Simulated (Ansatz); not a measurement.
Input for Ansatz (a quantum-chemistry and plane-wave program): R-CCSD(T)/cc-pV(D+d)Z on silylphosphine (SMILES [SiH3]P), a point of a torsion scan. Files ending in .json are basis or fitting sets from the Basis Set Exchange.

Ansatz 0.2 input:
```yaml
crystal:
  periodic: [false, false, false]
  atoms:
    - {symbol: Si, position_ang: [-0.82876863, 0.06549132, -0.03138851]}
    - {symbol: P, position_ang: [1.40672485, 0.05004772, -0.07430746]}
    - {symbol: H, position_ang: [-1.42813840, -0.90354680, -0.95226448]}
    - {symbol: H, position_ang: [-1.24743140, 1.41488457, -0.40799235]}
    - {symbol: H, position_ang: [-1.23391222, -0.24603054, 1.33838050]}
    - {symbol: H, position_ang: [1.51751703, -0.09953842, -1.44455312]}
    - {symbol: H, position_ang: [1.53477198, -1.31017416, 0.14125678]}
basis:
  gaussian:
    orbitals: cc-pV_D+d_Z.json
magnetization: {spin_polarized: false}
correlation: {method: ccsd_t, electrons: outside_noble_gas}
scf: {lower_state_search: off}
```

Program output:

```
WARN ansatz: RAYON_NUM_THREADS=1 ignored (pool sized by the plan → 1); use --threads N
Functional definition: HF
these checks for a lower state are left out or cut short: stability, starts, cluster_reference, orbital_swaps, neighbouring_geometries, increment
integrals: 0.05 GiB planned
698 factors; integrals over basis functions are off by at most 1.2e-3 eV
mean field: 0.14 GiB planned
mean field evaluation 1: about -17212.4538 eV, gradient 1.3e1 eV
mean field evaluation 2: about -17212.4816 eV, gradient 1.3e1 eV
mean field evaluation 4: about -17213.4341 eV, gradient 1.1e0 eV
mean field evaluation 8: about -17213.4408 eV, gradient 9.8e-4 eV
mean field -17213.44076852 eV, -632.5822805540 hartree, gradient 4.7e-6 eV, S^2 0.000000; 0 other end points of the search recorded, 0 dependent functions left out
10 core orbitals not correlated
reference -17213.44076852 eV, -632.5822805540 hartree; 7, 7 occupied and 54, 54 virtual orbitals, 698 factors
second order -6.33909350 eV of doubles, -0.00000000 eV of singles
coupled cluster: 0.14 GiB planned
cycle   1  -7.29948515 eV  change   -9.6e-1 eV  update   7.2e-2
cycle   2  -7.63104115 eV  change   -3.3e-1 eV  update   2.4e-2
cycle   3  -7.64575006 eV  change   -1.5e-2 eV  update   5.9e-3
cycle   4  -7.64342617 eV  change    2.3e-3 eV  update   2.0e-3
cycle   5  -7.64278313 eV  change    6.4e-4 eV  update   6.0e-4
cycle   6  -7.64270858 eV  change    7.5e-5 eV  update   1.8e-4
cycle   7  -7.64272977 eV  change   -2.1e-5 eV  update   5.8e-5
cycle   8  -7.64274053 eV  change   -1.1e-5 eV  update   1.8e-5
cycle   9  -7.64273733 eV  change    3.2e-6 eV  update   5.1e-6
perturbative correction -0.19778299 eV, -0.0072683909 hartree
Total energy: -17221.28128884 eV, -632.8704143612 hartree
Checks for a lower state left out: stability, starts, cluster_reference, orbital_swaps, neighbouring_geometries, increment
```

The calculation finished and met its thresholds.

Cost: about 2.4 core-seconds (a rough figure).
